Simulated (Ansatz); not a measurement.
## Li⁺ ··· HCN

The pair of Li⁺ (SMILES [Li+], atom 1) and HCN (SMILES C#N, atoms 2–4), both closed shells, in one local arrangement (a lower one may exist), relaxed at PBE0-D4/def2-TZVP:

```tsv
atom	x (Å)	y (Å)	z (Å)
Li1	0.3048	0.2298	-2.2454
C2	-0.1045	-0.0788	0.7699
N3	0.0494	0.0364	-0.3544
H4	-0.2496	-0.1874	1.8298
```

Program: Ansatz 0.2.0. Basis: def2-TZVPPD, with def2-QZVPPD for the basis limit. Cores are frozen in the correlated methods. The outer core shell of Li, Na, Mg and K is correlated. B3LYP uses VWN-RPA correlation. Extrapolation: Hartree–Fock as exp(−7.88 √X), correlation as X^−2.97. Interaction energies count from these two fragments, frozen as in the pair, with the counterpoise correction; negative means bound.

(1) What is the interaction energy by CCSD(T) at an estimated basis limit (MP2 extrapolated from triple and quadruple zeta, plus CCSD(T) − MP2 in triple zeta)? (To be estimated.)

(2) Which atoms make the shortest contact between the fragments?

No T1 diagnostic of these runs exceeds 0.015.

Results:

(1) By the calculation: -150.6 kJ/mol. Hartree–Fock alone gives -157.5 kJ/mol at the basis limit. It counts from the two fragments frozen as in the pair.

The same quantity by other methods in triple zeta, and each one's difference from that estimate:
```
   method  E_int (kJ/mol)  difference
   PBE-D4          -154.3        -3.7
revPBE-D4          -151.2        -0.7
  BLYP-D4          -156.4        -5.8
r2SCAN-D4          -147.9         2.6
   B97M-V          -151.5        -0.9
  PBE0-D4          -156.2        -5.6
 B3LYP-D4          -158.7        -8.1
 HSE06-D4          -156.1        -5.6
  wB97X-V          -153.7        -3.2
  wB97M-V          -153.2        -2.6
   B2PLYP          -155.2        -4.6
       HF          -156.3        -5.8
      MP2          -148.5         2.0
     CCSD          -149.7         0.9
  CCSD(T)          -148.4         2.2
```
Differences are method less estimate.

(2) Li1 and N3, 1.92 Å apart.

Energy to bend the free fragments (PBE0-D4 minima) into their shapes in the pair, CCSD(T)/def2-TZVPPD: HCN 1.1 kJ/mol. This must be added to the interaction energy to get the binding energy from relaxed fragments.

Basis-set superposition shift (counterpoise-corrected less uncorrected): CCSD(T) 1.4; MP2 1.3; HF 0.1; PBE0-D4 0.3; wB97M-V 0.4 kJ/mol.

For scale, one of the runs: CCSD(T)/def2-TZVPPD, 113 basis functions, launched by `ansatz run in.yaml --threads 2 --pin off --events-out ev --progress --plain --max-ram 5222MiB`. The run took about 3 s on 2 CPU threads of an Arm Neoverse V1 (shared host).
